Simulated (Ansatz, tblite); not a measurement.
Species of one formula, AlPH3F3 (singlet), each relaxed with B3LYP-D4/def2-SVP in Ansatz.

The xTB rows come from tblite. Correlated methods freeze 13 core orbitals.

Other spin states weren't relaxed.

A: Al(PH3)F3 (AlPH₃F₃)

B: Al(PF3)H3 (AlPH3F3)

Q: Estimate which lies lowest at each level, and how far above it the others are (kcal/mol).

A: 
```csv
level,A,B
GFN1-xTB,0.0,36.5
GFN2-xTB,0.0,78.4
HF/def2-SVP,0.0,121.9
HF/def2-TZVP,0.0,106.4
PBE-D4/def2-SVP,0.0,102.7
PBE-D4/def2-TZVP,0.0,94.9
r2SCAN-D4/def2-TZVP,0.0,100.7
PBE0-D4/def2-SVP,0.0,109.2
PBE0-D4/def2-TZVP,0.0,99.4
BHLYP-D4/def2-TZVP,0.0,105.1
CAM-B3LYP-D4/def2-TZVP,0.0,101.4
PBE-QIDH/def2-TZVP,0.0,104.5
MP2/def2-SVP,0.0,121.2
MP2/def2-TZVP,0.0,107.9
CCSD/def2-SVP,0.0,120.7
CCSD(T)/def2-SVP,0.0,118.8
```
Point groups (tolerance 0.1 Å): A not assigned, B not assigned. From def2-SVP to def2-TZVP the PBE0 values move by up to 9.9 kcal/mol, so results in the small set are rough.
